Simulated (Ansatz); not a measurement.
`[CH3][Ga]([OH])[OH]`, charge 0, multiplicity 1.

(1) Give a relaxed structure at PBE0-D4/def2-TZVP (Ansatz). (Estimate.)

## Answers

(1) Ansatz gave: 
```xyz
9

C    -0.109   -0.076    1.456
Ga    0.031    0.150   -0.473
O     0.036    1.762   -1.233
O     0.167   -1.146   -1.702
H     0.770   -0.593    1.844
H    -0.190    0.896    1.941
H    -0.989   -0.671    1.708
H     0.112    1.717   -2.189
H     0.173   -2.038   -1.351
```
Point group Cs.
This is one stationary point; other conformers may exist.
